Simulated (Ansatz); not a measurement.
`OB1CS1` + NH₃ → `NB1CS1` + H₂O at 500 K and 1 bar (ligand exchange at a B–O bond).

Calculated with Ansatz (gas phase, PBE0-D4/def2-TZVP geometries, no zero-point term in ΔE). CCSD(T)/CBS adds triple-zeta CCSD(T) − MP2 to the extrapolated MP2 energy (def2 sets, frozen cores). This one scheme is used for every species. One conformer a species, not always the lowest.

```json
{"species": "`OB1CS1`", "CCSD(T)/CBS energy (Eh)": "-537.64757", "H − E (kJ/mol)": "153.0", "S (J/(mol·K))": "326.7"}
{"species": "NH₃", "CCSD(T)/CBS energy (Eh)": "-56.50880", "H − E (kJ/mol)": "108.2", "S (J/(mol·K))": "211.8"}
{"species": "`NB1CS1`", "CCSD(T)/CBS energy (Eh)": "-517.77714", "H − E (kJ/mol)": "188.1", "S (J/(mol·K))": "335.0"}
{"species": "H₂O", "CCSD(T)/CBS energy (Eh)": "-76.37941", "H − E (kJ/mol)": "73.2", "S (J/(mol·K))": "206.3"}
```

H − E and S are ideal-gas, rigid-rotor, harmonic terms from PBE0-D4/def2-TZVP, for one conformer and one mirror image of each species. 1 Eh = 2625.50 kJ/mol, R = 8.31446 J/(mol·K).

Question: By hand: ΔE, ΔH, ΔS and ΔG.

Answer: ΔE = (-517.77714) + (-76.37941) − (-537.64757) − (-56.50880) = -0.00018 Eh = -0.5 kJ/mol. Δ(H − E) = 188.1 + 73.2 − 153.0 − 108.2 = 0.1, so ΔH = -0.4 kJ/mol. ΔS = 335.0 + 206.3 − 326.7 − 211.8 = 2.8 J/(mol·K). ΔG = -0.4 − 500 × (2.8)/1000 = -1.8 kJ/mol.

Question: By hand: the equilibrium constant, and the temperature at which ΔG would vanish if ΔH and ΔS stayed fixed.

Answer: log₁₀ K = −ΔG/(RT ln 10) = 0.2. ΔH and −TΔS have one sign here, so there is no such temperature.

TΔS isn't small against ΔH here. The sign of ΔG lies within the doubt. A doubt of 5 kJ/mol in ΔE shifts log₁₀ K by 0.5 here. Other conformers and mirror images would add mixing entropy, several J/(mol·K) or more a flexible species. These are equilibria of isolated gas molecules and say nothing of rates. Largest T1 diagnostic: 0.014 (customary marks: 0.02 for closed shells, 0.045 for open ones).

ΔS is within the doubt of such terms, so its sign, and with it that verdict, could turn.
